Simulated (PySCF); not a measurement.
V²⁺ (vanadium, charge +2): UHF calculation

Configuration: [Ar] 3d3, high-spin 4F determinant. Calculation: PySCF 2.14, in Sapporo-DKH3-DZP-2012 (6s5p3d1f, 43 functions); scalar relativity by spin-free X2C-1e.

```json
{
  "Total energy": "-947.409020 hartree",
  "One-electron energy": "-1287.5970 hartree",
  "Hartree (Coulomb) energy": "384.5327 hartree",
  "Exchange energy": "-44.3446 hartree",
  "⟨S²⟩": "3.7522",
  "⟨L²⟩": "12.030",
  "Sum of ⟨r⟩": "14.24 bohr",
  "Sum of ⟨r²⟩": "16.35 bohr²",
  "Langevin diamagnetic susceptibility": "-12.9 ×10⁻⁶ cm³/mol",
  "Time after the integrals": "0.09 s of wall time on 1 thread of Intel(R) Xeon(R) 6975P-C (shared host)"
}
```

```tsv
shell	electrons	mean orbital energy (eV)	rms radius, mean of both spins (bohr)
1s β	1	-5536.9	0.0768
1s α	1	-5536.8	0.0768
2s α	1	-674.45	0.333
2s β	1	-672.80	0.333
2p α	3	-563.20	0.303
2p β	3	-561.56	0.303
3s α	1	-106.93	1.02
3s β	1	-101.08	1.02
3p α	3	-75.145	1.11
3p β	3	-67.957	1.11
3d α	3	-30.265	1.43
```

Densities and radii are taken from the X2C orbitals without a picture-change correction, which distorts them close to the nucleus.
